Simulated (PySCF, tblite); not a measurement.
# Complex of fluorosilane and acetonitrile

A gas-phase complex of fluorosilane and acetonitrile; neutral, singlet. The structure comes from a short search (6 tight-binding starts) and was relaxed by PBE0-D3(BJ)/def2-SVPD; another way of binding may lie lower. No frequency run checks that it is a minimum.

Parts: 1 = fluorosilane (F[SiH3]), atoms 1–5; 2 = acetonitrile (CC#N), atoms 6–11.

```xyz
11

Si   -0.134   -0.127   -0.019
F     1.267    0.690    0.294
H    -1.103    0.895   -0.505
H     0.149   -1.133   -1.072
H    -0.600   -0.734    1.252
C     3.804   -0.846    1.564
C     2.745   -1.796    1.276
N     1.883   -2.529    1.039
H     4.739   -1.160    1.080
H     3.509    0.140    1.183
H     3.968   -0.781    2.648
```
(Å; atoms numbered from 1)

Contacts between parts, classed by geometry: H3–Si1···N8 3.310 Å (tetrel bond, 177°).

Interaction energies are complex less parts, with the parts frozen as they stand in it; counterpoise-corrected, in kcal/mol (PySCF).

How strongly do the parts interact, level by level?


```
                  level  interaction  superposition error removed
wB97M-D3(BJ)/def2-TZVPD        -4.02                        -0.11
 PBE0-D3(BJ)/def2-TZVPD        -4.00                        -0.10
      RI-MP2/def2-TZVPD        -3.43                        -0.74
```

What holds them together? Decompose the wB97M-D3(BJ)/def2-TZVPD energy: frozen parts, their antisymmetrised product, then relaxation.

electrostatic -4.9, Pauli repulsion +3.9, orbital relaxation -1.5, dispersion correction -1.7 kcal/mol, which sum to the value before the counterpoise correction; the Pauli term holds the exchange-correlation of the frozen density too. Of the attraction, 61 % is electrostatic, 21 % is dispersion correction, 18 % is orbital relaxation.

The parts were also relaxed and run alone, at the levels used for the complex: shieldings by PBE0/pcSseg-2; core levels by delta-SCF with SCAN, pcX-2 on the ionised atom and pcseg-1 elsewhere, spin-free X2C (2p3/2 is the spin-free 2p value less a third of a first-order spin-orbit splitting).

Values alone: H3–Si1 bond (Å): 1.487; shielding of Si1 (ppm): 354.2; shielding of N8 (ppm): -38.2; shielding of H3 (ppm): 26.04; Si1 2p3/2 core level (eV): 108.53; F2 1s core level (eV): 692.44; N8 1s core level (eV): 405.35.

What does binding change?


```tsv
property	alone	in the complex	change
H3–Si1 bond (Å)	1.487	1.490	+0.003
shielding of Si1 (ppm)	354.2	349.2	-5.1
shielding of N8 (ppm)	-38.2	-34.5	+3.7
shielding of H3 (ppm)	26.04	26.04	+0.01
Si1 2p3/2 core level (eV)	108.53	108.17	-0.36
F2 1s core level (eV)	692.44	692.26	-0.18
N8 1s core level (eV)	405.35	405.21	-0.14
```

The core-hole state of N8 is spin-contaminated (⟨S²⟩ 0.81 against 0.75 for a pure doublet), so that value and differences from it are less sure.
